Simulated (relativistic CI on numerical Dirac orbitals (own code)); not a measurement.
## Electric-dipole transitions in Fe14+

These numbers are calculated, not measured: Dirac-Coulomb-Breit CI, KLI orbitals optimised for each configuration, model QED (radiative potential, 1s self-energy scaled to tabulated hydrogen-like ionisation energies), unscaled Slater integrals (own radial code, finite nucleus).

CI space (outside the closed core [Ne]): 3s2, 3s 3p, 3p2, 3s 3d, 3d2, 3p 3d, 3p 4s, 3s 4s, 3d 4s, 3s 4p, 3s 4d, 3s 4f, 3s 5s, 3s 5p, 3s 5d, 4s2. Levels of other configurations are missing.

```
λ vac (nm)             Lower             Upper   A (s⁻¹)  E lower (eV)  E upper (eV)
    4.1903   3s 3p 3P°_2 [4]   3s 5d 3D_3 [66]  2.42e+11        31.300       327.187
    5.5575   3s 3p 3P°_1 [3]   3s 4d 3D_2 [43]  2.80e+11        29.557       252.649
    5.5989   3s 3p 3P°_2 [4]   3s 4d 3D_3 [44]  3.79e+11        31.300       252.744
    5.9314   3s 3p 1P°_1 [5]   3s 4d 1D_2 [45]  3.34e+11        44.198       253.227
    6.3758      3p2 1D_2 [7]  3s 4f 1F°_3 [53]  1.56e+11        69.385       263.847
    7.0088   3s 3d 3D_1 [11]  3s 4f 3F°_2 [50]  7.67e+11        84.552       261.450
    7.0129   3s 3d 3D_2 [12]  3s 4f 3F°_3 [51]  8.11e+11        84.675       261.468
    7.0195   3s 3d 3D_3 [13]  3s 4f 3F°_4 [52]  9.12e+11        84.867       261.496
    7.3861   3s 3d 1D_2 [14]  3s 4f 1F°_3 [53]  7.17e+11        95.987       263.847
    19.425      3p2 1D_2 [7]  3p 3d 1F°_3 [25]  2.22e+10        69.385       133.214
    22.494   3s 3p 3P°_1 [3]   3s 3d 3D_2 [12]  1.84e+10        29.557        84.675
    22.878  3p 3d 3F°_3 [16]     3d2 3F_3 [28]  1.59e+10       116.442       170.636
    23.146   3s 3p 3P°_2 [4]   3s 3d 3D_3 [13]  2.26e+10        31.300        84.867
    23.166      3p2 3P_0 [6]  3p 3d 3D°_1 [19]  2.64e+10        68.944       122.463
    23.382  3p 3d 3F°_4 [18]     3d2 3F_4 [29]  1.52e+10       117.854       170.880
    23.528     3p2 1S_0 [10]  3p 3d 1P°_1 [26]  2.68e+10        82.499       135.196
    23.691      3p2 3P_1 [8]  3p 3d 3P°_2 [20]  2.39e+10        70.165       122.500
    23.897      3p2 3P_2 [9]  3p 3d 3D°_2 [24]  1.89e+10        72.255       124.138
    23.940   3s 3p 1P°_1 [5]   3s 3d 1D_2 [14]  4.36e+10        44.198        95.987
    23.993      3p2 3P_2 [9]  3p 3d 3D°_3 [21]  2.53e+10        72.255       123.929
    25.606      3p2 1D_2 [7]  3p 3d 1D°_2 [17]  1.52e+10        69.385       117.806
    26.407  3p 3d 3D°_3 [21]     3d2 3F_4 [29]  2.31e+10       123.929       170.880
    28.052      3s2 1S_0 [1]   3s 3p 1P°_1 [5]  2.30e+10         0.000        44.198
    29.039  3p 3d 1F°_3 [25]     3d2 1G_4 [34]  2.52e+10       133.214       175.909
    30.273   3s 3p 3P°_2 [4]      3p2 3P_2 [9]  1.30e+10        31.300        72.255
    31.740   3s 3d 3D_3 [13]  3p 3d 3D°_3 [21]  7.90e+09        84.867       123.929
    33.305   3s 3d 1D_2 [14]  3p 3d 1F°_3 [25]  1.73e+10        95.987       133.214
    37.586   3s 3d 3D_3 [13]  3p 3d 3F°_4 [18]  5.62e+09        84.867       117.854
    67.543  3s 4p 3P°_2 [40]   3s 4d 3D_3 [44]  4.44e+09       234.387       252.744
    142.70  3s 5p 3P°_2 [62]   3s 5d 3D_3 [66]  1.31e+09       318.498       327.187
```

Terms are leading LS components. Brackets give the number of a level in order of energy, since labels repeat. The list gives strong lines, with weight on those to low levels, without lines whose two gauges differ by over a factor of 2.5. Levels whose partners in the same complex of configurations lie outside the list can be far off, and so can their lines. Rates are taken at the computed energies, electric ones in the length gauge.

At this charge energies of transitions that change n are usually good to better than 1 %, and those within a shell (Δn = 0) to a few per cent.

LS names give the leading component of a level, which can be under half, so a name can repeat, a term be missing and a line seem to break the LS rules.
